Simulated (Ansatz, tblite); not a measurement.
Forces on In8N8H22, a nanocrystal cut from wurtzite InN (hydrogen-capped) at its PBE-D4/def2-SVP geometry. The state is a singlet with charge 0.

In the def2 sets In takes a core potential; there is no spin–orbit coupling. The xTB rows come from tblite. Single mean-field runs in def2-TZVP are fitted with def2-universal-jkfit.

GFN2-xTB (tblite), largest force 0.52 eV/Å:

```xyz
38
positions Å, forces eV/Å
In   -3.713   -0.013   -1.920    0.315   -0.051    0.181
N    -3.419   -1.790   -0.544   -0.331   -0.280    0.095
N    -1.641    0.793   -1.704   -0.183    0.395   -0.276
In   -1.250    1.442    0.353    0.217   -0.200   -0.101
In   -1.424   -2.262    0.355    0.275    0.214   -0.055
N    -0.943   -0.436    1.459   -0.256   -0.122    0.399
N     0.739    2.364    0.303   -0.039    0.490   -0.154
In    1.263    3.271    2.276   -0.089   -0.317   -0.160
In    1.014   -0.652    2.412   -0.069   -0.013   -0.346
N     1.292    1.321    3.431    0.074   -0.012    0.438
In   -0.235   -0.541   -2.683   -0.054   -0.001    0.273
N    -0.003   -2.185   -1.280   -0.024   -0.457   -0.207
N     1.731    0.507   -2.450    0.219    0.145   -0.374
In    2.425    1.215   -0.440   -0.217   -0.109    0.135
In    2.114   -2.463   -0.579   -0.307    0.320    0.114
N     2.349   -0.632    0.704    0.442   -0.149    0.186
H    -4.818    1.037   -1.076    0.220   -0.195   -0.202
H    -3.847   -0.728   -3.507    0.010    0.167    0.273
H    -4.092   -1.704    0.233    0.260    0.020   -0.227
H    -3.733   -2.632   -1.052    0.163    0.286    0.136
H    -1.650    1.664   -2.263    0.069   -0.321    0.184
H    -2.500    2.423    1.068    0.245   -0.223   -0.116
H    -1.546   -3.732    1.281    0.055    0.328   -0.190
H    -1.621   -0.405    2.239    0.209    0.016   -0.259
H     0.641    3.177   -0.331    0.058   -0.328    0.174
H    -0.120    4.139    2.883    0.294   -0.147   -0.140
H     2.941    3.748    2.216   -0.317   -0.048   -0.002
H     1.183   -1.931    3.582   -0.049    0.260   -0.277
H     0.580    1.384    4.175    0.184   -0.030   -0.291
H     2.185    1.278    3.946   -0.271   -0.001   -0.232
H    -0.491   -0.946   -4.356    0.037    0.067    0.384
H    -0.165   -3.047   -1.829    0.013    0.305    0.169
H     1.775    1.293   -3.116   -0.047   -0.215    0.223
H     2.450   -0.160   -2.780   -0.334    0.210    0.232
H     3.971    1.999   -0.594   -0.340   -0.182    0.065
H     2.133   -3.849    0.484   -0.009    0.217   -0.159
H     3.126   -2.189   -1.992   -0.103   -0.126    0.221
H     3.299   -0.759    1.093   -0.319    0.086   -0.112
```

PBE-D4/def2-TZVP (Ansatz), largest force 0.26 eV/Å:

```
In 0.013 -0.002 0.004
N -0.143 -0.131 0.060
N 0.025 0.067 -0.053
In 0.017 0.023 -0.038
In -0.004 0.013 -0.015
N -0.037 -0.020 0.058
N 0.002 0.052 -0.072
In -0.001 -0.011 -0.008
In 0.004 0.018 -0.009
N 0.023 -0.021 0.201
In 0.001 0.018 0.017
N -0.051 -0.062 -0.025
N 0.114 0.008 -0.141
In -0.025 0.001 -0.004
In -0.009 -0.007 0.016
N 0.054 0.007 0.064
H 0.064 -0.049 -0.035
H 0.020 0.031 0.083
H 0.172 -0.001 -0.179
H 0.094 0.205 0.105
H 0.003 -0.220 0.139
H 0.059 -0.047 -0.033
H 0.011 0.076 -0.045
H 0.167 -0.006 -0.193
H 0.026 -0.204 0.158
H 0.062 -0.050 -0.037
H -0.083 -0.036 -0.004
H -0.010 0.062 -0.063
H 0.153 -0.013 -0.194
H -0.202 0.010 -0.145
H 0.008 0.018 0.085
H 0.035 0.214 0.130
H -0.021 -0.185 0.170
H -0.171 0.156 0.081
H -0.077 -0.039 0.013
H -0.009 0.086 -0.056
H -0.054 0.001 0.063
H -0.231 0.038 -0.095
```

PBE0-D4/def2-TZVP (Ansatz), largest force 0.64 eV/Å:

```
In 0.205 -0.059 0.124
N -0.286 -0.292 0.133
N 0.032 0.191 -0.147
In 0.163 -0.104 -0.111
In 0.011 0.211 -0.130
N -0.128 -0.054 0.194
N 0.001 0.170 -0.173
In -0.047 -0.225 -0.088
In -0.027 0.187 -0.162
N 0.054 -0.067 0.422
In 0.047 0.055 0.237
N -0.115 -0.198 -0.111
N 0.243 0.010 -0.296
In -0.217 -0.119 0.015
In -0.148 0.165 0.046
N 0.201 0.011 0.155
H 0.139 -0.128 -0.111
H 0.020 0.091 0.199
H 0.414 -0.035 -0.468
H 0.201 0.515 0.293
H 0.002 -0.540 0.343
H 0.165 -0.126 -0.096
H 0.022 0.202 -0.125
H 0.414 -0.013 -0.480
H 0.063 -0.500 0.393
H 0.175 -0.105 -0.080
H -0.211 -0.061 0.004
H -0.025 0.171 -0.164
H 0.419 -0.033 -0.464
H -0.532 0.030 -0.328
H 0.029 0.056 0.229
H 0.097 0.528 0.327
H -0.029 -0.481 0.412
H -0.438 0.416 0.194
H -0.212 -0.103 0.026
H -0.006 0.187 -0.139
H -0.123 -0.034 0.172
H -0.575 0.084 -0.240
```
